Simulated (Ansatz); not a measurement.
Hg5H18Se5⁺, relaxed as a doublet with UKS r2SCAN-D4/def2-SVP in Ansatz, starting from the r2SCAN-D4/def2-SVP geometry of the neutral singlet. Force threshold 0.03 eV/Å.

In the def2 sets Hg takes a core potential; there is no spin–orbit coupling. Single mean-field runs in def2-SVP are fitted with def2-universal-jkfit. In the doublet geometry the species has come apart into loosely held pieces.

Start:

```xyz
28

Se    3.444   -0.746    1.562
Hg    3.371   -1.947   -1.806
Se    0.350   -0.982   -0.393
Hg    0.147   -2.853   -3.302
Se   -2.229   -0.234   -2.965
Hg    3.866    1.387    4.445
Se    0.626    1.251    3.182
Hg   -1.304   -0.996    1.505
Se   -3.055    1.625    0.204
Hg   -5.022    2.089   -2.613
H     2.767   -1.902    2.169
H     4.666   -1.016    2.347
H     3.879   -0.425   -2.216
H     2.905   -3.496   -1.422
H     0.358    0.484   -0.529
H     1.271   -1.888   -4.052
H    -0.963   -3.865   -2.596
H    -3.259   -0.253   -4.023
H    -2.885   -1.342   -2.254
H     4.197    2.670    3.447
H     3.590    0.124    5.481
H     1.154    1.984    2.022
H    -0.302    2.351    3.510
H    -2.377   -1.207    2.721
H    -2.021    2.411   -0.485
H    -3.088    2.576    1.331
H    -6.041    0.853   -2.191
H    -4.048    3.347   -3.078
```

(1) Estimate the energy that the relaxation releases and the steps that it takes.

(2) Does the start keep its bonding?

(3) Predict the relaxed structure.

Results:

(1) 18.1 kcal/mol, in 68 steps; 11 min on 2 threads of AMD EPYC 7R13 on a shared host and a share (18 GiB) of an NVIDIA H100 80GB HBM3. The force fell under the threshold at step 17, but the optimiser went on and released 0.302 eV more. No frequencies were taken in this run, so the end may be a saddle point.

(2) By distances, no bond broke or formed. The bond that changes most is Se3–Hg8, from 2.52 to 2.59 Å (atoms count from 1).

(3) 
Cartesian coordinates in Å:
```
Se 2.6856 -1.6230 1.4718
Hg 2.4441 -0.3415 -2.8813
Se -0.1178 -0.9871 -0.1624
Hg 1.4035 -3.6474 -2.2043
Se -1.8244 -0.3120 -2.8760
Hg 3.5518 0.1406 4.5808
Se 1.1748 2.1383 2.4733
Hg -1.3465 0.0684 1.8615
Se -2.6042 2.5183 0.0581
Hg -4.8912 1.8281 -2.8751
H 1.9244 -2.5057 2.3687
H 2.8714 -2.7087 0.4861
H 1.4310 0.6909 -3.6808
H 3.4506 -1.3648 -2.0444
H 0.5511 0.2757 -0.5181
H 0.6800 -2.8360 -3.4651
H 2.1046 -4.4582 -0.9479
H -0.9019 -1.2989 -3.4810
H -2.7665 -1.3689 -2.4758
H 5.0896 0.5116 5.0180
H 1.9839 -0.2377 4.1340
H 0.6282 3.4475 2.0698
H 0.6129 2.2721 3.8250
H -2.1842 0.3858 3.2213
H -2.2689 3.5194 1.0884
H -3.9084 2.2564 0.6846
H -4.4199 0.7559 -1.6842
H -5.3537 2.8808 -4.0450
```
Bond lengths (bridged metal pairs left out): 1 × Hg–Se 2.59 Å; 9 × H–Hg 1.63 to 1.67 Å; 9 × H–Se 1.47 to 1.48 Å.
